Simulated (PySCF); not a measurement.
**Basis and Hamiltonian dependence of the excitation energy of P²⁺**

P²⁺ [Ne] 3s2 3p1 (2P) → P²⁺ [Ne] 3s1 3p2 (4P). Calculated with PySCF 2.14 from differences of total energies of unrestricted determinants, without spin-orbit coupling. Values in eV.

```
                                                               basis       Hamiltonian  functions    UHF    PBE   PBE0  MP2 (valence)  CCSD(T) (valence)  CCSD(T) (valence and next inner shell)
                                                      aug-cc-pVDZ-DK     spin-free X2C         27  5.539  7.014  6.830          6.375              6.814                                     n/a
                                                       aug-cc-pwCVDZ  non-relativistic         36  5.442  6.922  6.736          6.291              6.735                                     n/a
                                                        x2c-TZVPPall     spin-free X2C         42  5.518  7.017  6.828          6.471              6.865                                   6.998
                                                         def2-TZVPPD  non-relativistic         48  5.417  6.902  6.716          6.380              6.776                                   6.905
                                                     aug-cc-pV(T+d)Z  non-relativistic         55  5.430  6.919  6.729          6.396              6.789                                     n/a
                                                        x2c-QZVPPall     spin-free X2C         70  5.512  7.006  6.815          6.541              6.900                                   7.050
                                                     aug-cc-pCVTZ-DK     spin-free X2C         75  5.521  7.025  6.832          6.498              6.885                                   7.011
                                                         def2-QZVPPD  non-relativistic         76  5.416  6.905  6.715          6.446              6.809                                   6.956
                                                     aug-cc-pV(Q+d)Z  non-relativistic         89  5.422  6.910  6.719          6.449              6.812                                     n/a
aug-cc-pCVTZ-DK with one added diffuse shell each of s, p, d, f type     spin-free X2C         91  5.521  7.025  6.832          6.499              6.886                                   7.012
                                                         dyall-acv3z     spin-free X2C        113  5.515  7.007  6.816          6.510              6.889                                     n/a
                                                         dyall-acv3z  non-relativistic        113  5.418  6.906  6.716          6.415              6.797                                     n/a
                                                     aug-cc-pV(5+d)Z  non-relativistic        136  5.416  6.901  6.712          6.471                n/a                                     n/a
```

Frozen in the all-electron rows: valence: [Ne]; valence and next inner shell: 1s2.
